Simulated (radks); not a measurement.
Question: I IV, configuration [Kr] 4d9.75 5s2 5p2 4f0.25 (fractional occupations, a model configuration). All-electron calculation, Dirac Kohn-Sham, Wu-Cohen GGA, spin-unpolarised, spherical densities, finite nucleus; open shells fill j = l - 1/2 first; Fermi nuclear charge, rms radius 4.75 fm. Program: a radial shooting solver on a logarithmic mesh with Libxc functionals. Some entries of the table are withheld. Estimate them.

| orbital | occ. | eigenvalue (eV) | <r> (bohr) |
|---|---|---|---|
| 1s1/2 | 2 | -32989.30 | 0.02723 |
| 2s1/2 | 2 | -5124.912 | 0.1168 |
| 2p1/2 | 2 | -4811.719 | 0.09846 |
| 2p3/2 | 4 | -4512.938 | 0.1041 |
| 3s1/2 | 2 | -1061.884 | 0.3139 |
| 3p1/2 | 2 | -932.2294 | 0.3040 |
| 3p3/2 | 4 | -876.0034 | 0.3156 |
| 3d3/2 | 4 | -647.1561 | 0.2865 |
| 3d5/2 | 6 | -635.3298 | 0.2901 |
| 4s1/2 | 2 | (1) | 0.7387 |
| 4p1/2 | 2 | -168.9219 | 0.7708 |
| 4p3/2 | 4 | -157.8815 | 0.7988 |
| 4d3/2 | 4 | -84.8036 | 0.9063 |
| 4d5/2 | 5.75 | -83.0570 | 0.9172 |
| 5s1/2 | 2 | -47.1616 | (2) |
| 5p1/2 | 2 | -35.8719 | 2.046 |
| 5p3/2 | 0 | -34.3753 | 2.114 |
| 5d3/2 | 0 | -19.3814 | 2.875 |
| 5d5/2 | 0 | -19.2142 | 2.900 |
| 6s1/2 | 0 | (3) | 3.935 |
| 6p1/2 | 0 | -14.3400 | 4.472 |
| 6p3/2 | 0 | -13.9738 | 4.578 |
| 4f5/2 | 0.25 | -13.7950 | 2.379 |
| 4f7/2 | 0 | -13.7513 | 2.394 |

Answer: 
(1) 4s1/2 eigenvalue (eV): -214.2627
(2) 5s1/2 <r> (bohr): 1.817
(3) 6s1/2 eigenvalue (eV): -17.6149
